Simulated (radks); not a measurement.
Trend from K2+ to Kr2+: ionisation energy by Delta-SCF between NIST ground configurations, and size. Calculated with a radial shooting solver on a logarithmic mesh with Libxc functionals: scalar-relativistic Kohn-Sham, BLYP, spin-unpolarised, spherical densities, finite nucleus; Fermi nuclear charge, rms radius of each element as measured or else 0.836 A^(1/3) + 0.57 fm.

species      configuration  configuration of the ion  IE (eV)  NIST (eV)       kind  -e(HOMO) (eV)  outermost  <r> outermost (bohr)  r at 0.001 e/bohr^3 (bohr)
K2+           [Ne] 3s2 3p5              [Ne] 3s2 3p4   46.745     45.803  semi-emp.    39.060 (3p)         3p                  1.36                        3.10
Ca2+                  [Ar]              [Ne] 3s2 3p5   51.105     50.913       exp.    42.908 (3p)         3p                  1.26                        3.00
Sc2+              [Ar] 3d1                      [Ar]   24.868     24.757       exp.    17.920 (3d)         3d                  1.59                        3.12
Ti2+              [Ar] 3d2                  [Ar] 3d1   26.944     27.492       exp.    19.692 (3d)         3d                  1.44                        3.17
V2+               [Ar] 3d3                  [Ar] 3d2   28.895     29.311       exp.    21.332 (3d)         3d                  1.33                        3.17
Cr2+              [Ar] 3d4                  [Ar] 3d3   30.747      30.96       exp.    22.873 (3d)         3d                  1.23                        3.15
Mn2+              [Ar] 3d5                  [Ar] 3d4   32.520      33.67       exp.    24.338 (3d)         3d                  1.15                        3.11
Fe2+              [Ar] 3d6                  [Ar] 3d5   34.226      30.65       exp.    25.739 (3d)         3d                  1.08                        3.07
Co2+              [Ar] 3d7                  [Ar] 3d6   35.874       33.5  semi-emp.    27.088 (3d)         3d                  1.02                        3.03
Ni2+              [Ar] 3d8                  [Ar] 3d7   37.473      35.19       exp.    28.392 (3d)         3d                 0.972                        2.99
Cu2+              [Ar] 3d9                  [Ar] 3d8   39.028      36.84       exp.    29.657 (3d)         3d                 0.925                        2.94
Zn2+             [Ar] 3d10                  [Ar] 3d9   40.544     39.723       exp.    30.888 (3d)         3d                 0.882                        2.90
Ga2+         [Ar] 3d10 4s1                 [Ar] 3d10   31.545     30.726       exp.    26.260 (4s)         4s                  2.08                        3.30
Ge2+         [Ar] 3d10 4s2             [Ar] 3d10 4s1   34.947     34.058       exp.    29.328 (4s)         4s                  1.94                        3.41
As2+     [Ar] 3d10 4s2 4p1             [Ar] 3d10 4s2   27.753      28.35       exp.    22.652 (4p)         4p                  2.15                        3.57
Se2+     [Ar] 3d10 4s2 4p2         [Ar] 3d10 4s2 4p1   30.825      31.70       exp.    25.378 (4p)         4p                  1.99                        3.59
Br2+     [Ar] 3d10 4s2 4p3         [Ar] 3d10 4s2 4p2   33.879      34.87       exp.    28.097 (4p)         4p                  1.86                        3.56
Kr2+     [Ar] 3d10 4s2 4p4         [Ar] 3d10 4s2 4p3   36.932      35.84       exp.    30.821 (4p)         4p                  1.74                        3.49

Reference values: NIST Atomic Spectra Database (exp. = measured, semi-emp. = semi-empirical, theory = theoretical value adopted there). Spin polarisation and multiplet splitting are left out, so open shells lie too high by an amount that depends on their filling.

Beside tabulated values, note that spin-unpolarised runs miss the spin-polarisation part of the exchange energy of open shells.
